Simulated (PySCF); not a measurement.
# UHF on Ir (iridium, neutral)

Configuration: [Xe] 4f14 5d6 6s2 6p1, one real determinant (an excited configuration). Computed with PySCF 2.14 in aug-cc-pVTZ-PP with one added diffuse shell each of s, p, d, f, g type with ECP60MDF (7s7p6d4f3g, 113 functions), with scalar relativity through the core potential.

```json
{
 "Total energy": "-103.471245 hartree",
 "One-electron energy": "-177.6551 hartree",
 "Hartree (Coulomb) energy": "83.7313 hartree",
 "Exchange energy": "-9.5474 hartree",
 "⟨S²⟩": "8.7626",
 "⟨L²⟩": "8.569",
 "Sum of ⟨r⟩": "28.36 bohr",
 "Sum of ⟨r²⟩": "65.97 bohr²",
 "Traceless quadrupole moment −½Σ⟨3z² − r²⟩ along its main axis": "-7.70 e·bohr²",
 "Time after the integrals": "roughly 7 core-seconds"
}
```

| shell | electrons | mean orbital energy (eV) | spread (eV) | rms radius, mean of both spins (bohr) |
| --- | --- | --- | --- | --- |
| 5s α | 1 | -122.25 | 0 | 1.06 |
| 5s β | 1 | -116.35 | 0 | 1.06 |
| 5p α | 3 | -75.153 | 1.172 | 1.22 |
| 5p β | 3 | -67.005 | 1.505 | 1.22 |
| 5d α | 5 | -18.257 | 1.125 | 1.75 |
| 5d β | 1 | -14.429 | 0 | 1.75 |
| 6s α | 1 | -12.169 | 0 | 3.07 |
| 6s β | 1 | -8.664 | 0 | 3.07 |
| 6p α | 1 | -5.334 | 0 | 4.20 |

⟨L²⟩ = 8.57 against 12 for a pure F term, so this real determinant mixes terms. Energies and moments cover only the electrons outside the core potential. Spin-orbit coupling, absent here, splits the open shell strongly.
